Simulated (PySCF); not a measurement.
## Calculated properties of `CC/C=C/CO[SiH2]F`

Species: C5H11FOSi.
Atom-mapped SMILES: `[CH3:1][CH2:2]/[CH:3]=[CH:4]/[CH2:5][O:6][SiH2:7][F:8]` (hydrogens: H9, H10, H11 on C1; H12, H13 on C2; H14 on C3; H15 on C4; H16, H17 on C5; H18, H19 on Si7)

Some functional groups and rings: C=C double bond and Si–H bond.

GFN2-xTB geometry:

```yaml
Point_group_of_the_GFN2-xTB_geometry: C1
Rotational_constants_A_B_C_of_the_GFN2-xTB_geometry: 6.777, 0.474, 0.455 GHz
```

**PBE0/pcSseg-1 ground state and GIAO shieldings, non-relativistic (PySCF)**

```yaml
Dipole_moment: 2.95 D
HOMO_energy: -7.47 eV
LUMO_energy: 0.11 eV
HOMO–LUMO_gap: 7.58 eV
Lowest_Hirshfeld_atomic_charge: -0.22 e on O6
Highest_Hirshfeld_atomic_charge: +0.47 e on Si7
13C_chemical_shifts_computed_TMS_as_zero_by_class: 145.5 (C3), 135.1 (C4), 65.7 (C5), 32.1 (C2), 16.8 (C1) ppm
1H_chemical_shifts_computed_TMS_as_zero_by_class: 6.05 (H15), 5.92 (H14), 4.97 (H18/H19), 4.42 (H16/H17), 2.23 (H12/H13), 1.06 (H9/H10/H11) ppm
Isotropic_shieldings_of_nuclei_other_than_C_and_H_by_class: 286 (O6), 353 (F8), 376 (Si7) ppm
Mayer_bond_orders_between_heavy_atoms: C1–C2 1.04, C2–C3 1.03, C3–C4 1.89, C4–C5 1.04, C5–O6 0.87, O6–Si7 1.02, Si7–F8 0.94
```

Monoisotopic mass from the formula: 134.0563 u.

A dipole of 2.95 D is allowed in C1, and pure rotational transitions are dipole-allowed. The dipole equals about 9.8 × 10⁻³⁰ C·m (1 D = 3.33564 × 10⁻³⁰ C·m). The rotational constants make it an asymmetric top with κ = (2B − A − C)/(A − C) = -0.99, nearer the prolate limit (−1). With B = h/(8π²I), that is 505.379 GHz u Å² over I, the principal moments of inertia are 74.6, 1065.9 and 1110.4 u Å² (most abundant isotopes).

The structure is a single GFN2-xTB conformer in the gas phase; no vibrational or solvent corrections. NMR classes are plain means over equivalent atoms (diastereotopic ones count apart unless rotation or inversion swaps them), as if these changed places fast; in this geometry the members of some classes differ.

The values belong to the conformer `[CH3:1][CH2:2]/[CH:3]=[CH:4]/[CH2:5][O:6][SiH2:7][F:8]`: C1–C2–C3–C4 125°, C3–C4–C5–O6 -117°, C4–C5–O6–Si7 -159°, C5–O6–Si7–F8 -179°.
